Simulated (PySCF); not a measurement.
## Cost of excited-state runs on `[H]/N=C\C[C@@H]1CC[C@H]1C`, C₇H₁₃N

Geometry:
```json
{"atom": "C1", "x (Å)": "-1.034", "y (Å)": "0.419", "z (Å)": "1.779"}
{"atom": "C2", "x (Å)": "-0.813", "y (Å)": "0.450", "z (Å)": "0.279"}
{"atom": "C3", "x (Å)": "-1.963", "y (Å)": "-0.042", "z (Å)": "-0.620"}
{"atom": "C4", "x (Å)": "-0.962", "y (Å)": "-0.894", "z (Å)": "-1.413"}
{"atom": "C5", "x (Å)": "0.090", "y (Å)": "-0.651", "z (Å)": "-0.316"}
{"atom": "C6", "x (Å)": "1.484", "y (Å)": "-0.233", "z (Å)": "-0.771"}
{"atom": "C7", "x (Å)": "2.340", "y (Å)": "0.105", "z (Å)": "0.412"}
{"atom": "N8", "x (Å)": "2.912", "y (Å)": "1.188", "z (Å)": "0.680"}
{"atom": "H9", "x (Å)": "-1.375", "y (Å)": "-0.564", "z (Å)": "2.096"}
{"atom": "H10", "x (Å)": "-0.105", "y (Å)": "0.648", "z (Å)": "2.299"}
{"atom": "H11", "x (Å)": "-1.782", "y (Å)": "1.154", "z (Å)": "2.070"}
{"atom": "H12", "x (Å)": "-0.471", "y (Å)": "1.445", "z (Å)": "-0.018"}
{"atom": "H13", "x (Å)": "-2.495", "y (Å)": "0.722", "z (Å)": "-1.183"}
{"atom": "H14", "x (Å)": "-2.685", "y (Å)": "-0.644", "z (Å)": "-0.072"}
{"atom": "H15", "x (Å)": "-1.241", "y (Å)": "-1.931", "z (Å)": "-1.588"}
{"atom": "H16", "x (Å)": "-0.683", "y (Å)": "-0.440", "z (Å)": "-2.363"}
{"atom": "H17", "x (Å)": "0.168", "y (Å)": "-1.503", "z (Å)": "0.362"}
{"atom": "H18", "x (Å)": "1.946", "y (Å)": "-1.065", "z (Å)": "-1.312"}
{"atom": "H19", "x (Å)": "1.417", "y (Å)": "0.624", "z (Å)": "-1.447"}
{"atom": "H20", "x (Å)": "2.465", "y (Å)": "-0.694", "z (Å)": "1.138"}
{"atom": "H21", "x (Å)": "2.779", "y (Å)": "1.925", "z (Å)": "-0.013"}
```

PySCF with density fitting, on 1 thread of an Arm Neoverse V1, shared host. Command: `OMP_NUM_THREADS=1 python excited_run.py task.json out`

(1) How long does this run take, and how much memory?
- magnetisability and related constants, HF/pcSseg-1; isotopologues

## Answers

(1) 
| run | level | basis functions | wall time | peak memory (GiB) |
| --- | --- | --- | --- | --- |
| magnetisability and related constants | HF/pcSseg-1 | 201 | 21 s | 0.87 |

Times from a shared host are rough.
